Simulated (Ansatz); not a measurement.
Reaction (ligand exchange at the Si–C bond): `O[SiH2][CH2][GeH3]` + `OCS` → `O[SiH2]OCS` + `[CH3][GeH3]`

Gas-phase electronic energies from Ansatz, PBE0-D4/def2-TZVP geometries. CCSD(T)/CBS adds triple-zeta CCSD(T) − MP2 to the extrapolated MP2 energy (def2 sets, frozen cores). DFT in def2-TZVPP. For Ge outer-core shells are correlated without core-valence functions, which leaves a few kJ/mol of doubt a bond. Scalar relativity is left out up to krypton. One conformer a species, not always the lowest.

| species | ωB97M-V energy (Eh) |
| --- | --- |
| `O[SiH2][CH2][GeH3]` | -2484.54436 |
| `OCS` | -513.90493 |
| `O[SiH2]OCS` | -879.92726 |
| `[CH3][GeH3]` | -2118.56722 |

Question: Work out ΔE.

Answer: ΔE = (-879.92726) + (-2118.56722) − (-2484.54436) − (-513.90493) = -0.04519 Eh = -1.23 eV. CCSD(T)/CBS gives -1.21 eV.

Largest T1 diagnostic among the species: 0.012.

In def2-TZVPP, CCSD(T) changes the Hartree–Fock value by +0.09 eV (the triples alone add −0.00 eV) and MP2 by +0.07 eV.
